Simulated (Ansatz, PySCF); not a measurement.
Two conformers of C3H7B (SMILES BCC=C), B3LYP-D3(BJ)/def2-TZVP minima.
Conformer 1 (charge 0, multiplicity 1, Z-matrix in Å and degrees):
```
C
C 1 1.3372
H 2 1.0821 1 121.39
H 2 1.0831 3 117.09 1 178.28
H 1 1.0844 2 118.85 3 -3.38
C 1 1.5070 5 116.72 2 171.82
H 6 1.0871 1 111.22 5 20.86
H 6 1.0877 7 111.04 1 -126.13
B 6 1.5651 7 117.07 8 -135.58
H 9 1.1908 6 119.69 7 149.90
H 9 1.1914 10 119.79 6 -176.27
```
Conformer 2 (charge 0, multiplicity 1):
```xyz
11

B     -1.74284    -0.42626    -0.06754
C     -0.33589    -0.58981    -0.70922
C      0.55999     0.60846    -0.71215
C      1.79719     0.63816    -0.23285
H     -2.24736     0.65036     0.03503
H     -2.36540    -1.38912     0.26167
H     -0.63515    -0.82634    -1.75290
H      0.18931    -1.48580    -0.36714
H      0.12942     1.52018    -1.11811
H      2.38619     1.54598    -0.24025
H      2.26453    -0.24581     0.18704
```

No zero-point or thermal terms.

Rows in 3-21G, STO-3G carry no dispersion term and start afresh at each structure.

Codes used: Ansatz (a program for electronic structure) with Gaussian orbitals; PySCF for 3-21G rows, STO-3G rows. Values without a source in brackets are computed.

Q: One of these levels gives 0.38 kcal/mol for the electronic energy of conformer 2 less that of conformer 1. Which one is it?
A) B3LYP/def2-TZVPP
B) HF/3-21G
C) B3LYP/3-21G
D) HF/STO-3G

A: A, B3LYP/def2-TZVPP. The others give -2.57 (HF/STO-3G), -1.15 (HF/3-21G), 1.77 (B3LYP/3-21G)
